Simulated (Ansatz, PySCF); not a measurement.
Gas-phase reaction 2 R1 → P1, each structure at its B3LYP-D3(BJ)/def2-TZVP stationary point, reached from a drawn start (curvature not checked).
R1, Br2Ni (SMILES [Br][Ni][Br]) (charge 0, multiplicity 3):
```tsv
atom	x (Å)	y (Å)	z (Å)
Ni	0.0000	0.0000	-0.0008
Br	2.2178	-0.0037	0.0087
Br	-2.2177	0.0037	-0.0080
```
P1, Br4Ni2 (SMILES [Br][Ni]1<-[Br][Ni]([Br])<-[Br]1) (charge 0, multiplicity 5):
```xyz
6

Ni     1.636     0.003    -0.302
Ni    -1.638    -0.006    -0.296
Br    -0.006     1.781    -0.318
Br     0.005    -1.785    -0.300
Br     3.690     0.013     0.601
Br    -3.688    -0.005     0.614
```

P less R. No zero-point or thermal terms; open shells are unrestricted; no spin–orbit coupling. One arrangement of each flexible species, with no search for the lowest. The spin states of the d-block species are the ones drawn and need not be the lowest.

Frozen-core correlation throughout. In cc and def2 sets filled d and f shells under p-block atoms count as core.

Run with Ansatz (Gaussian basis) for Hartree–Fock, density functionals and correlated methods; PySCF for the D3/D4 terms. No computed number here is a measurement.

```
level                     reaction energy (kcal/mol)
------------------------  --------------------------
PBE/def2-TZVPP                                -24.96
BLYP/def2-TZVPP                               -17.40
BLYP-D3(BJ)/def2-TZVPP                        -26.60
BLYP-D4/def2-TZVPP                            -25.93
BHLYP-D3(BJ)/def2-TZVPP                       -34.79
CAM-B3LYP/def2-TZVPP                          -27.68
wB97X-V/def2-TZVPP                            -33.77
B2PLYP-D3(BJ)/def2-TZVPP                           ?
CCSD(T)/def2-SVP                                   ?
```

Question: Complete the blanks.

Answer: 
- B2PLYP-D3(BJ)/def2-TZVPP, reaction energy (kcal/mol): -33.23
- CCSD(T)/def2-SVP, reaction energy (kcal/mol): -33.49

Ansatz is an electronic-structure program.
